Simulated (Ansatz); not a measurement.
A structure relaxed at r2SCAN-D4/def2-SVP in Ansatz, charge 0, singlet:

```xyz
5

Be    0.321    1.264    0.637
Be   -0.387   -1.391   -0.146
Se   -0.566   -2.386   -1.856
Se   -0.222   -0.427    1.649
Se    0.854    2.940   -0.285
```

Problem. Give its formula and point group.

Solution. Be2Se3. Point group C2v (tolerance 0.1 Å).

Problem. Summarise the bond lengths by kind (pairs closer than 1.2 times the sum of covalent radii, bridged metal pairs left out).

Solution. 4 × Be–Se 1.99 to 2.04 Å.

The restricted singlet is unstable towards broken spin symmetry in Hartree–Fock (as tested in another run); at r2SCAN-D4/def2-SVP this wasn't settled. An occupied level of the charge 0 singlet lies above an empty one (by up to 0.30 eV), so this SCF solution is probably not the lowest. Another isomer (singlet) lies 2.99 eV lower at PBE0-D4/def2-TZVP; other spin states weren't run for this one.
